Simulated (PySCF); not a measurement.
# Technetium: a sound run and one with changed settings

Sound run: Tc [Kr] 4d5 5s2, Tc⁺ [Kr] 4d5 5s1. Calculation: PySCF 2.14, in aug-cc-pVDZ-PP with ECP28MDF (5s5p4d2f, 54 functions); a scalar-relativistic core potential. The sound run starts from symmetry-adapted Hartree-Fock orbitals and uses a fine grid where one is needed.

A second run was set up differently.

```
species  method  sound run (hartree)  changed run (hartree)  converged
     Tc     UHF            -79.84723              -79.77386         no
     Tc    BP86            -80.51025              -80.23986         no
     Tc    MN15            -80.26516              -80.14338         no
    Tc⁺     UHF            -79.64232              -79.63232         no
    Tc⁺    BP86            -80.24584              -80.14288         no
    Tc⁺    MN15            -80.00054              -79.96236         no
```

Task: What was changed?
A. level shift left on
B. too few SCF iterations
C. all electrons correlated in a valence basis
D. angular grid far too coarse

Result: B. It used initial guess minao, at most 3 SCF cycles. The SCF was stopped early; the energies are upper bounds that still move, and correlated levels were skipped or rest on poor orbitals.
